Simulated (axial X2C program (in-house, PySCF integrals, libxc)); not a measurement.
Outer orbitals of VBr⁺ at 2.248 Å, LDA

Calculated with an axial X2C code built on PySCF integrals. Spin-free means the one-electron spin-free X2C Hamiltonian; two-component (2c) means X2C with spin–orbit coupling and atomic mean-field two-electron Coulomb and Gaunt terms, so the difference of the two also holds small scalar two-electron terms. Basis: Br dyall-cv3z [8s9p6d4f1g], V dyall-cv3z [10s10p6d4f2g] (cores contracted in-house); Gaussian nuclei, density fitting, unrestricted open shells. Masses: Br 78.918 u, V 50.944 u.

The distance is close to the 2c PBE0 minimum; the highest filled and lowest empty levels are listed.

Spin-free orbitals, state M_S = 3/2, Λ = 0 (beyond evenly filled blocks: σα, δ+α, δ-α) (Löwdin shares):

```json
{"symmetry": "σβ", "occupied": "yes", "ε (eV)": "-25.87", "atomic character": "75% Br s, 8% V p, 8% V d"}
{"symmetry": "σα", "occupied": "yes", "ε (eV)": "-25.71", "atomic character": "74% Br s, 8% V p, 8% V d"}
{"symmetry": "σα", "occupied": "yes", "ε (eV)": "-14.75", "atomic character": "68% Br p, 21% V d, 6% V s"}
{"symmetry": "σβ", "occupied": "yes", "ε (eV)": "-14.46", "atomic character": "77% Br p, 11% V d, 6% V s"}
{"symmetry": "π-α", "occupied": "yes", "ε (eV)": "-13.63", "atomic character": "67% Br p, 26% V d, 3% V f"}
{"symmetry": "π+α", "occupied": "yes", "ε (eV)": "-13.63", "atomic character": "67% Br p, 26% V d, 3% V f"}
{"symmetry": "π-β", "occupied": "yes", "ε (eV)": "-13.58", "atomic character": "79% Br p, 13% V d, 4% V f"}
{"symmetry": "π+β", "occupied": "yes", "ε (eV)": "-13.58", "atomic character": "79% Br p, 13% V d, 4% V f"}
{"symmetry": "σα", "occupied": "yes", "ε (eV)": "-11.46", "atomic character": "66% V d, 23% V s, 10% Br p"}
{"symmetry": "δ-α", "occupied": "yes", "ε (eV)": "-11.37", "atomic character": "100% V d"}
{"symmetry": "δ+α", "occupied": "yes", "ε (eV)": "-11.37", "atomic character": "100% V d"}
{"symmetry": "π-α", "occupied": "no", "ε (eV)": "-11.07", "atomic character": "77% V d, 18% Br p, 2% V p"}
{"symmetry": "π+α", "occupied": "no", "ε (eV)": "-11.07", "atomic character": "77% V d, 18% Br p, 2% V p"}
{"symmetry": "π-β", "occupied": "no", "ε (eV)": "-9.50", "atomic character": "88% V d, 7% Br p, 2% Br d"}
{"symmetry": "π+β", "occupied": "no", "ε (eV)": "-9.50", "atomic character": "88% V d, 7% Br p, 2% Br d"}
```

Spinors with spin–orbit coupling (state Ω = 3/2):

```
   ω  occupied  ε (eV)            atomic character    λ mixture
-1/2       yes  -25.88    75% Br s, 8% V p, 8% V d       100% σ
 1/2       yes  -25.72    74% Br s, 8% V p, 8% V d       100% σ
 1/2       yes  -14.78   68% Br p, 20% V d, 6% V s  97% σ, 3% π
-1/2       yes  -14.51   77% Br p, 12% V d, 6% V s  94% σ, 6% π
-1/2       yes  -13.72   68% Br p, 24% V d, 3% V p  94% π, 6% σ
 1/2       yes  -13.71   78% Br p, 13% V d, 4% V f  97% π, 3% σ
 3/2       yes  -13.51   65% Br p, 28% V d, 3% V f       100% π
-3/2       yes  -13.43   78% Br p, 14% V d, 4% V f       100% π
 1/2       yes  -11.45  66% V d, 23% V s, 10% Br p       100% σ
-3/2       yes  -11.39                    100% V d       100% δ
 5/2       yes  -11.35                    100% V d       100% δ
-1/2        no  -11.11   78% V d, 16% Br p, 2% V p       100% π
 3/2        no  -11.02   75% V d, 19% Br p, 3% V p       100% π
 1/2        no   -9.51   89% V d, 6% Br p, 2% Br d       100% π
-3/2        no   -9.47   88% V d, 8% Br p, 2% Br d       100% π
```

How does the gap between the highest filled and lowest empty level change from the spin-free to the 2c table?

From 0.30 to 0.24 eV at LDA, a change of -0.06 eV.

Mulliken charges and populations of the two-component result (they depend on the basis, above all on diffuse functions):

Br 0.20 e (s 7.97 p 16.81 d 10.02), V 0.80 e (s 6.41 p 12.14 d 3.61 f 0.04 g 0.01). ⟨Lz⟩ = 0.00 ħ and ⟨Sz⟩ = 1.50 ħ (-0.15 and 1.65 on the two atoms), which add up to Ω.

One determinant describes the state; a PBE0 search over occupations chose it and may have missed a lower one. Density functionals use the spin component along the axis (collinear). PBE0 can misorder states that lie within some tenths of an eV, so this need not be the ground state of the molecule. The nearest other spin-free determinant of the search, M_S = 3/2, Λ = 1, lies 0.31 eV up at the distance of the search. With several unpaired electrons one determinant need not be a pure state. This is the top spin component of a Σ state; components of lower Ω are not single determinants and can lie lower. The determinant is spin-polarised beyond a pure state at some levels (its spin-free form has ⟨S²⟩ too high), which makes Re and μ there less reliable.
